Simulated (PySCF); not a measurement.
Si(H)3(NHMe), CH₇NSi, SMILES CN[SiH3] (PBE0/def2-SVP optimised geometry):

```
10

Si    -0.017    -0.017     0.000
N     -0.579    -0.972    -1.329
C     -0.172    -0.787    -2.700
H     -0.544    -0.645     1.249
H      1.480    -0.017     0.000
H     -0.444     1.425     0.000
H     -1.480    -1.425    -1.224
H     -0.770    -0.038    -3.257
H     -0.220    -1.734    -3.264
H      0.877    -0.452    -2.738
```

Level of theory: PBE0/def2-TZVP in PySCF 2.14.0.

Problem. What are the frontier orbital energies and the dipole moment?

Solution. HOMO-2 -9.50 eV, HOMO-1 -9.46 eV, HOMO -6.75 eV, LUMO 0.46 eV, LUMO+1 1.46 eV; dipole moment 1.25 D.

On the same geometry PBE/def2-TZVP (PySCF) gives HOMO-2 -8.12 eV, HOMO-1 -8.09 eV, HOMO -5.39 eV, LUMO -0.38 eV, LUMO+1 0.61 eV; dipole moment 1.27 D.

Meta-Löwdin charges at PBE0/def2-TZVP: Si1 0.59, N2 -0.58, C3 -0.23, H4 -0.10, H5 -0.11, H6 -0.13, H7 0.23, H8 0.10, H9 0.11, H10 0.12.
